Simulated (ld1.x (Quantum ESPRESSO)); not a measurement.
u(r) = r·R(r): atom against pseudo-atom (Ga)

Columns: radius, all-electron u(r) and pseudo u(r) of the 3d shell (level -22.99 eV) of gallium in the configuration [Ar] 3d10 4s2 4p0.5; PBE, scalar-relativistic, ultrasoft scheme, ld1.x (Quantum ESPRESSO) 7.5.

```csv
r (bohr),all-electron,pseudo
0.103,0.1528,0.0080
0.205,0.5267,0.0589
0.308,0.8505,0.1768
0.410,1.0332,0.3519
0.513,1.0957,0.5523
0.615,1.0779,0.7265
0.718,1.0158,0.8382
0.820,0.9343,0.8694
0.923,0.8456,0.8325
1.025,0.7589,0.7585
1.128,0.6762,0.6763
1.230,0.6010,0.6010
1.332,0.5328,0.5328
1.435,0.4710,0.4710
1.538,0.4160,0.4160
1.640,0.3676,0.3676
1.743,0.3243,0.3243
1.845,0.2864,0.2864
1.948,0.2526,0.2526
2.050,0.2230,0.2230
2.153,0.1966,0.1966
2.255,0.1736,0.1736
2.358,0.1530,0.1530
2.460,0.1350,0.1350
2.562,0.1190,0.1190
2.665,0.1049,0.1049
```

(1) How many radial nodes do the two functions have?

(2) At about which radius was the pseudo-wave matched?

(3) Where does each function peak?

(4) Is the pseudo-wave norm-conserving?

Results:

(1) The all-electron 3d function has n − l − 1 = 0; the pseudo-wave has 0.

(2) 1.15 bohr. The columns agree to 0.0005 from 1.02 bohr on; several derivatives are matched, so the curves merge somewhat inside the radius.

(3) Outermost all-electron maximum near 0.51 bohr, pseudo maximum near 0.82 bohr (to the table’s step).

(4) No, it belongs to an ultrasoft set: the norm inside the radius is not constrained, and the difference is carried by the augmentation charge.
